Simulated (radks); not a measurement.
Values are calculated unless marked as measured or tabulated.
The ruthenium ion Ru26+, [Ar]. Level of theory: non-relativistic Kohn-Sham, PBE, spin-polarised, spherical densities, point nucleus (a radial shooting solver on a logarithmic mesh with Libxc functionals). Every spin shell is full or empty, so the densities are truly spherical. Functionals are evaluated on that one density, not self-consistently. Rank these exchange functionals by their error against the exact value of the orbitals, and give that value: LDA, PBE, RPBE, OPTX, AM05, SOGGA, B86b, EV93, APBE, TASK.

Answer. Exact: -91.2098 hartree. From best to worst, with 100 (|E| - |E exact|)/|E exact| (equal figures are ties): RPBE -0.01, B86b +0.14, PBE -0.42, APBE +0.55, EV93 +0.59, OPTX +0.63, TASK -2.70, SOGGA -2.93, AM05 -5.85, LDA -6.60.
